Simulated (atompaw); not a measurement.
LDA (PW92) PAW (atompaw) dataset for Li, scalar-relativistic all-electron reference.

Input for atompaw 4.2.0.5:

```
Li 3
LDA-PW scalarrelativistic loggrid 1500 logderivrange -2 5 176
2 2 0 0 0 0
2 0 0.5
2 1 0.5
0 0 0
c
v
v
1
3.00 2.30 2.15 2.65
y
2.7
n
y
1.6
n
custom polynom2 7 10 vanderbiltortho sinc
bessel
3.00
3.00
3.00
3.00
PWSCFOUT
UPFDX 0.0125d0 UPFXMIN -7.d0 UPFZMESH 3.d0
END
```

Command:

```bash
atompaw < Li.input > Li.log
```

Output (summary file):

```
Completed calculations for Li (AE)

 Exchange-correlation type: LDA, Perdew-Wang correlation

 Radial integration grid is logarithmic
 r0 =   2.3230853E-03 h =   6.9692560E-03   n =      1500 rmax =   8.0000000E+01

 Scalar relativistic calculation

 AEatom converged in  21 iterations
   nz     =   3.00
   delta  =       9.970676611987E-17

 All Electron Orbital energies:
  n  l      occupancy      energy
  1  0      2.0000000E+00 -3.8115101E+00
  2  0      5.0000000E-01 -2.3016978E-01
  2  1      5.0000000E-01 -1.0136272E-01

 Total energy
   Total                    :      -14.60653720618439

 ---
 Completed calculations for Li (SC)

 Exchange-correlation type: LDA, Perdew-Wang correlation

 Radial integration grid is logarithmic
 r0 =   2.3230853E-03 h =   6.9692560E-03   n =      1500 rmax =   8.0000000E+01

 Scalar relativistic calculation

 SCatom converged in   1 iterations
   nz     =   3.00
   delta  =       2.150688867763E-17

 Valence Electron Orbital energies:
  n  l      occupancy      energy
   2  0      5.0000000E-01 -2.3016978E-01
   2  1      5.0000000E-01 -1.0136272E-01

 Total energy
   Total                    :      -14.60653720620009
   Valence                  :       -3.36991270667419

 PAW parameters:
       lmax =            1
         rc =    3.0004496019213001
        irc =         1029
   rc_shape =    2.3018096740638101
    rc_vloc =    2.1617260322734877
    rc_core =    2.6649556134005818
   Vloc: truncated form - Vps(r)=A.sin(qr)/r for r<rc
   Projector type: improved polynomial pseudization + Vanderbilt ortho.
   Sinc^2 compensation charge shape zeroed at   2.3018E+00

 Number of basis functions     4
 No.   n  nodes  l      Energy         Cp coeff         Occ
  1    2    1    0   -0.2301698E+00  0.7576493E+01  0.5000000E+00
  2  999    2    0    0.2700000E+01  0.9287476E+00  0.0000000E+00
  3    2    0    1   -0.1013627E+00  0.1100423E+02  0.5000000E+00
  4  999    1    1    0.1600000E+01 -0.1117541E+01  0.0000000E+00

 Eigenvalues of overlap operator (in the basis of projectors):
    1        2.00011470E+00
    2        6.31824868E+00
    3        1.03188965E+02
    4        3.15928242E+02

 Orbital leakage outside PAW augmentation regions
   orb  is_core?  %out_of_sphere
   1 0    T           0.01
   2 0    F          66.87
   2 1    F          78.81

 Summary of PAW energies
   Total valence energy     :     -3.36991358258961
   Smooth energy            :      0.41039403083059
   One center               :     -3.78030761342020
   Smooth kinetic           :      0.17789641522786
   Vloc energy              :      0.00372862717604
   Smooth exch-corr         :     -0.18504348085843
   One-center xc            :     -3.08756059833309
```

The run took about 0.45 s on one core of a shared server CPU.
